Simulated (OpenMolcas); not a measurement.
Er2+: moving or changing the point charges

Er2+ among 6 point charges of -0.5 e arranged as an octahedron (Oh), 2.8 Å from the ion.
```
   2.8000    0.0000    0.0000  -0.50
   0.0000    2.8000    0.0000  -0.50
  -2.8000    0.0000    0.0000  -0.50
   0.0000   -2.8000    0.0000  -0.50
   0.0000    0.0000    2.8000  -0.50
   0.0000    0.0000   -2.8000  -0.50
```

| Property | Result |
| --- | --- |
| Program | OpenMolcas |
| Method | SS-CASPT2, IPEA 0.25 Eh, imaginary shift 0.1 Eh (closed shells correlated: 5s 5p) |
| Basis | ANO-RCC-VDZP [7s6p4d2f1g] |
| Scalar Hamiltonian | DKH2, point nucleus |
| Active space | 12 electrons in 7 orbitals (4f) |
| State averaging | 2S+1 = 3 even, 21 roots; 2S+1 = 1 even, 27 roots kept (CI in the orbitals of an earlier block) |
| Spin-orbit coupling | RASSI with atomic mean-field integrals over the reference wave functions |

Runs around this geometry, states (labels of O, the rotations of Oh). Energies in cm-1 above the lowest state or level, χT in cm3 K/mol; under a threefold ground state the first gap can be a small split of the lowest multiplet, not the spin-orbit step.

| R (Å) | Ground state | First state of that spin | First gap with spin-orbit (degeneracies) | Width of lowest J | χT at 300 K |
| --- | --- | --- | --- | --- | --- |
| 2.8 | 3T1 | 3E 51 | 24 (1, 3) | 70 | 7.142 |
| 2.95 | 3T1 | 3T1 43 | 23 (1, 3) | 59 | 7.143 |
| 3.3 | 3T1 | 3T1 24 | 30 (1, 3) | 68 | 7.142 |

Roots that are degenerate in the reference are averaged as groups; the widest CASPT2 spread within a group is 560 cm-1 (the 3-fold group of multiplicity 1 near 8410 cm-1 above the lowest state of its run, R = 2.95). Shifts and gaps below about the spread of the groups concerned are not significant. Point charges carry no covalency, so the field is a model and not that of real ligands. No measured value stands beside these numbers.
